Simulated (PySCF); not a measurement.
Correlation energy of Ni²⁺ (nickel, charge +2)

[Ar] 3d8, high-spin 3F determinant. Calculation: PySCF 2.14, in x2c-QZVPPall with one added diffuse shell each of s, p, d, f, g type (12s8p7d5f3g, 133 functions); the spin-free X2C one-electron Hamiltonian (Gaussian nucleus). Frozen: [Ne]; 16 electrons correlated.

MP2 pair energies summed by pair of shells (mhartree):

| pair | energy | share (%) |
| --- | --- | --- |
| 3d-3d | -273.74 | 43.4 |
| 3p-3d | -215.84 | 34.2 |
| 3p-3p | -55.31 | 8.8 |
| 3s-3d | -51.72 | 8.2 |
| 3s-3p | -29.57 | 4.7 |
| 3s-3s | -4.82 | 0.8 |

Total MP2 correlation energy: -631.00 mhartree.

Same-spin part -202.48 and opposite-spin part -428.53 mhartree; SCS-MP2 scales them by 1/3 and 6/5 to -581.72 mhartree.

This basis was not built for core-valence correlation, so the inner-shell part is incomplete.
